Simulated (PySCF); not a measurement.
C3H8Si, SMILES C1C[SiH2]C1 (connectivity only; charge and spin as stated), charge +1, multiplicity 2.

Geometry: B3LYP-D3(BJ)/def2-SVP. The geometry has at least one imaginary mode, so it is a saddle point at that level. The spin state was assumed, not searched.

Two levels are set side by side: PBE/def2-TZVP (PySCF) and M06-2X/def2-TZVP (PySCF). Same geometry, gas phase. Differences are taken from unrounded values.

| quantity | M06-2X |
|---|---|
| α-spin orbital gap (eV) | 8.74 |
| β-spin orbital gap (eV) | 6.27 |
| mean polarisability (bohr³) | 56.6 |

Q: What does PBE give, and how far is it from M06-2X? (The exact figures need the calculation; the answer reports its results.)

A: 
```json
[
 {"quantity": "α-spin orbital gap (eV)", "PBE": "4.87", "PBE minus M06-2X": "-3.87"},
 {"quantity": "β-spin orbital gap (eV)", "PBE": "2.27", "PBE minus M06-2X": "-4.00"},
 {"quantity": "mean polarisability (bohr³)", "PBE": "57.9", "PBE minus M06-2X": "1.3"}
]
```

Rough cost on one machine, each run with all the roots and properties that it gave: M06-2X against PBE within a factor of 2.
